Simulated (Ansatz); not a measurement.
Another site gives an ion 0.03 eV lower (`[NH-][SiH3]`) at the level frozen-core CCSD(T)/aug-cc-pVTZ // B3LYP-D3(BJ)/def2-TZVPD (Ansatz, a first-principles code).

Cartesian coordinates (Å):
```xyz
6

N     -0.8638    -0.3090    -0.2449
Si     0.8572     0.2739    -0.5396
H     -1.5492     0.2645    -0.7194
H     -1.1625    -0.4082     0.7198
H      1.5918    -0.9504     0.0481
H      1.1264     1.1292     0.7360
```
Charge 0, spin multiplicity 2.

These are frozen-core CCSD(T)/aug-cc-pVTZ // B3LYP-D3(BJ)/def2-TZVPD (Ansatz) values and carry that method's errors. The geometry is that of the parent before the electron was removed.

The HF energy is -345.69890 Ha and the MP2 correlation energy is -0.33642 Ha.

Problem. Estimate the CCSD correlation energy, the (T) correction, the total energy and the T1 diagnostic.

Solution. 
- CCSD correlation energy = -0.36282 Ha
- (T) correction = -0.01385 Ha
- CCSD(T) total energy = -346.07557 Ha
- T1 diagnostic = 0.014
